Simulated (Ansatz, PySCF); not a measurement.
SiH2Br2, SMILES Br[SiH2]Br. Atoms are numbered in the order given.

```xyz
5

Si     0.0000     0.0000     1.0028
Br     1.8310     0.0000    -0.2528
Br    -1.8310     0.0000    -0.2528
H      0.0000    -1.2322     1.8293
H      0.0000     1.2322     1.8293
```
Charge 0, spin multiplicity 1.

Geometry optimised at r2SCAN-D4/def2-SVP.

Vertical ionisation energy (IE) and electron affinity (EA) in eV. Rows of orbital energies are one-electron estimates. Where ΔSCF, EOM or ADC give a negative EA the extra electron is unbound and the value depends on the basis.

```tsv
level	IE	EA
−ε(HOMO), −ε(LUMO), ωB97X/def2-TZVPD (PySCF)	10.97	-1.06
−ε(HOMO), −ε(LUMO), PBE/def2-TZVPD (PySCF)	7.37	1.75
ΔSCF, CAM-B3LYP/def2-SVPD (Ansatz), final states of multiplicity 2 and 2	10.95	-0.71
ΔSCF, PBE/def2-SVPD (Ansatz), final states of multiplicity 2 and 2	10.20	-0.46
```

Problem. What vertical singlet–triplet gap does ΔSCF give with CAM-B3LYP/def2-SVPD (Ansatz, a quantum-chemistry and plane-wave program) and with PBE/def2-SVPD (Ansatz)? (The exact figures need the calculation; the answer reports its results.)

Solution. 6.31 and 5.51 eV (triplet above singlet where positive).
